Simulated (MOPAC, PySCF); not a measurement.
System: H₃B, singlet: umbrella (inversion) coordinate, bond length relaxed. Scanned: angle between the B-H bonds and the threefold axis (90 = planar). Other coordinates (B-H bond length) were minimised at B3LYP/def2-TZVP.

Computed with: PM6, restricted, heats of formation (MOPAC); wB97X-V/cc-pVTZ (PySCF); CCSD(T) on RHF/cc-pVTZ, 1 core orbital frozen (PySCF).

Energies relative to the lowest point of each profile, in kJ/mol:

| a / ° | PM6 | wB97X-V |
|---|---|---|
| 90 | 0.0 | 0.0 |
| 93 | 2.0 | 2.2 |
| 96 | 8.2 | 8.8 |
| 99 | 18.5 | 19.7 |
| 108 | 74.3 | 79.3 |
| 111 | 101.2 | 108.1 |
| 117 | 167.3 | 179.7 |
| 120 | 206.4 | 222.7 |
| 123 | 249.6 | 270.6 |
| 126 | 296.7 | 323.6 |
| 129 | 347.8 | 382.0 |
| 132 | 402.8 | 446.0 |

What does CCSD(T) give at the same points?

90: 0.0; 93: 2.2; 96: 8.8; 99: 19.9; 108: 79.7; 111: 108.6; 117: 180.4; 120: 223.4; 123: 271.2; 126: 324.0; 129: 381.9; 132: 445.1 (kJ/mol).
